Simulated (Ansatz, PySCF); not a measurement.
tert-butylthiol (C₄H₁₀S), SMILES CC(C)(C)S. Atoms are numbered in the order given.

```xyz
15

C      0.7392     0.8138    -1.2561
C      0.0117     0.3471     0.0000
C      0.7392     0.8138     1.2561
C     -1.4308     0.8481     0.0000
S     -0.1208    -1.4966     0.0000
H      0.7820     1.9159    -1.2848
H      0.2270     0.4613    -2.1629
H      1.7736     0.4375    -1.2810
H      0.2270     0.4613     2.1629
H      0.7820     1.9159     1.2848
H      1.7736     0.4375     1.2810
H     -1.9736     0.5008     0.8922
H     -1.9736     0.5008    -0.8922
H     -1.4420     1.9496     0.0000
H      1.2077    -1.7431     0.0000
```

Geometry optimised at PBE0-D3(BJ)/def2-SVP. Other conformers were not sampled.

Two levels are set side by side: PBE-D3(BJ)/def2-SVP (Ansatz, a first-principles code) and PBE0-D3(BJ)/def2-SVP (Ansatz). Each level has its own optimised geometry; the coordinates shown are those of the second. Frequencies come from the Hessian of PySCF at each geometry. Differences are taken from unrounded values.

```csv
quantity,PBE0-D3(BJ)
mean bond length (Å),1.263
bond C1–C2 (Å),1.525
bond C2–C3 (Å),1.525
bond C2–C4 (Å),1.527
bond C2–S5 (Å),1.848
bond C1–H6 (Å),1.103
bond C1–H7 (Å),1.100
bond C1–H8 (Å),1.101
bond C3–H9 (Å),1.100
bond C3–H10 (Å),1.103
bond C3–H11 (Å),1.101
bond C4–H12 (Å),1.101
bond C4–H13 (Å),1.101
bond C4–H14 (Å),1.102
bond S5–H15 (Å),1.351
highest harmonic wavenumber (cm⁻¹),3163
mean harmonic wavenumber (cm⁻¹),1474
zero-point energy (kcal/mol),82.17
```

Problem. What does PBE-D3(BJ) give, and how far is it from PBE0-D3(BJ)? (An estimate is asked for; the answer gives what the named calculation found.)

Solution. 
```json
[
 {"quantity": "mean bond length (Å)", "PBE-D3(BJ)": "1.273", "PBE-D3(BJ) minus PBE0-D3(BJ)": "0.009"},
 {"quantity": "bond C1–C2 (Å)", "PBE-D3(BJ)": "1.534", "PBE-D3(BJ) minus PBE0-D3(BJ)": "0.009"},
 {"quantity": "bond C2–C3 (Å)", "PBE-D3(BJ)": "1.534", "PBE-D3(BJ) minus PBE0-D3(BJ)": "0.009"},
 {"quantity": "bond C2–C4 (Å)", "PBE-D3(BJ)": "1.536", "PBE-D3(BJ) minus PBE0-D3(BJ)": "0.009"},
 {"quantity": "bond C2–S5 (Å)", "PBE-D3(BJ)": "1.868", "PBE-D3(BJ) minus PBE0-D3(BJ)": "0.020"},
 {"quantity": "bond C1–H6 (Å)", "PBE-D3(BJ)": "1.112", "PBE-D3(BJ) minus PBE0-D3(BJ)": "0.008"},
 {"quantity": "bond C1–H7 (Å)", "PBE-D3(BJ)": "1.107", "PBE-D3(BJ) minus PBE0-D3(BJ)": "0.008"},
 {"quantity": "bond C1–H8 (Å)", "PBE-D3(BJ)": "1.109", "PBE-D3(BJ) minus PBE0-D3(BJ)": "0.008"},
 {"quantity": "bond C3–H9 (Å)", "PBE-D3(BJ)": "1.107", "PBE-D3(BJ) minus PBE0-D3(BJ)": "0.008"},
 {"quantity": "bond C3–H10 (Å)", "PBE-D3(BJ)": "1.112", "PBE-D3(BJ) minus PBE0-D3(BJ)": "0.008"},
 {"quantity": "bond C3–H11 (Å)", "PBE-D3(BJ)": "1.109", "PBE-D3(BJ) minus PBE0-D3(BJ)": "0.008"},
 {"quantity": "bond C4–H12 (Å)", "PBE-D3(BJ)": "1.109", "PBE-D3(BJ) minus PBE0-D3(BJ)": "0.008"},
 {"quantity": "bond C4–H13 (Å)", "PBE-D3(BJ)": "1.109", "PBE-D3(BJ) minus PBE0-D3(BJ)": "0.008"},
 {"quantity": "bond C4–H14 (Å)", "PBE-D3(BJ)": "1.110", "PBE-D3(BJ) minus PBE0-D3(BJ)": "0.008"},
 {"quantity": "bond S5–H15 (Å)", "PBE-D3(BJ)": "1.363", "PBE-D3(BJ) minus PBE0-D3(BJ)": "0.012"},
 {"quantity": "highest harmonic wavenumber (cm⁻¹)", "PBE-D3(BJ)": "3074", "PBE-D3(BJ) minus PBE0-D3(BJ)": "-89"},
 {"quantity": "mean harmonic wavenumber (cm⁻¹)", "PBE-D3(BJ)": "1426", "PBE-D3(BJ) minus PBE0-D3(BJ)": "-47"},
 {"quantity": "zero-point energy (kcal/mol)", "PBE-D3(BJ)": "79.53", "PBE-D3(BJ) minus PBE0-D3(BJ)": "-2.64"}
]
```

GGA bonds tend to be longer and softer than those of functionals with exact exchange. Differences between two approximate levels are no errors against the true value.
